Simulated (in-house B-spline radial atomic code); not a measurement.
Results of a calculation; reference values are marked as such.
**Mean free path of electrons in In from the free-electron model**

The electrons form a uniform gas at zero temperature with Lindhard's dielectric function (RPA). An added electron of energy E, from the band bottom, collides once per mean free path λ, with 1/λ = (1/πE) ∫dω ∫dq/q Im(−1/ε(q, ω)), in atomic (or effective) units, with ω up to E − E_F and q between √(2E) ∓ √(2(E − ω)); electron-hole pairs and the plasmon pole are integrated apart. No exchange between the two electrons.

In: 3 valence electrons per atom, density 7.31 g/cm³, mass 114.82 u, so r_s = 2.41 bohr. Core levels, phonons and band structure are left out.

Question: Find E_F, the plasma energy, the screening length and the long-wave dispersion of the plasmon.

Answer: k_F = 1.91916/2.41 = 0.7963, E_F = k_F²/2 = 8.63 eV. ω_p = √(3/r_s³) = 0.4630 hartree = 12.60 eV. The Thomas-Fermi length is √(π/4k_F) = 0.993 bohr = 0.0526 nm. For small q, ω = ω_p + α q² with α = (3/5) E_F/ω_p = 0.4109; at q = 0.2491 this gives 13.29 eV, and the zero of ε lies at 13.32 eV. The plasmon meets the pair continuum ω = q k_F + q²/2 at q_c = 0.62283 = 0.78 k_F, 18.8 eV.

```tsv
E − E_F (eV)	λ (nm)	share of plasmon losses	lifetime (fs)	stopping (eV/nm)
0.863	79.6	0.00	43.6	0.00718
3.02	8.95	0.00	4.42	0.22
6.47	2.92	0.00	1.27	1.43
11.2	1.39	0.00	0.526	5.23
17.3	0.822	0.00	0.272	13.6
27.6	0.328	0.42	0.0919	49
34.5	0.323	0.46	0.0828	51.8
51.8	0.358	0.51	0.0776	49.3
121	0.564	0.60	0.0836	33.7
302	1.08	0.67	0.103	18.6
863	2.47	0.73	0.141	8.46
```

Question: Where is λ shortest, and how does it grow on either side?

Answer: The least value in the table is 0.323 nm at 34.5 eV, 2.7 times the plasma energy. Between the last two rows it grows as (E − E_F)^0.79, near Bethe's E/ln E, and between the first two as (E − E_F)^-1.74, where the Pauli principle blocks most collisions.

Question: Photoelectrons 863 eV above E_F leave through 1 nm of this material at 30° from the normal. What share escapes without loss, and what depth gives 95 % of a bulk signal? Ignore elastic scattering.

Answer: exp(−d/(λ cos θ)) = exp(−1/(2.47 × 0.866)) = 0.627. 95 % comes from within 3λ cos θ = 6.42 nm. The mean loss per collision is λ × stopping = 20.9 eV. The d or semicore shells, left out, add losses that the model lacks.
